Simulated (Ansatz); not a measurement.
# CH4GeSn: where a starting geometry ends

The starting geometry of this gas-phase singlet was optimised with GFN2-xTB.

```yaml
atoms:
  - { symbol: C, position_ang: [-0.8636, -1.4538, -1.2322] }
  - { symbol: Ge, position_ang: [-2.2372, -1.1634, -2.5572] }
  - { symbol: Sn, position_ang: [-2.4947, -0.7160, 0.2541] }
  - { symbol: H, position_ang: [-0.5495, -2.4808, -1.0614] }
  - { symbol: H, position_ang: [0.0178, -0.8182, -1.2810] }
  - { symbol: H, position_ang: [-2.8967, 0.5344, -1.1187] }
  - { symbol: H, position_ang: [-3.6564, -1.7570, -0.8434] }
```

Q: Where would you expect an optimisation with PBE-D3(BJ)/def2-SVP to take it?

A: New bonds form, giving a structure with H6 bridging Ge2 and Sn3, H7 bridging Sn3 and Ge2, given below by its coordinates. Distances that change by over a tenth: Sn3–H6 (1.90 → 2.10 Å), Sn3–H7 (1.91 → 2.10 Å). Contacts that close: Ge2–H6 (2.32 → 1.76 Å), Ge2–H7 (2.30 → 1.76 Å).

The energy falls by 0.54 eV over 8 steps:

```
step  E − E(last) (eV)
   1             0.541
   2             0.188
   3             0.109
   4             0.035
   5             0.003
   6             0.001
   7             0.000
   8             0.000
```

Final geometry (Å):

```xyz
7

C    -0.8974   -1.4302   -1.1256
Ge   -2.4714   -1.0569   -2.3571
Sn   -2.3574   -0.7461    0.3991
H    -0.5998   -2.4933   -1.0570
H    -0.0210   -0.7722   -1.2749
H    -2.8244    0.3399   -1.3412
H    -3.5091   -1.6960   -1.0832
```

The end wasn't checked by frequencies. Atoms past krypton carry core potentials, without spin–orbit terms. Run with Ansatz 0.2.0, 14 s on 2 threads of Intel(R) Xeon(R) Processor @ 2.70GHz, on a shared host.
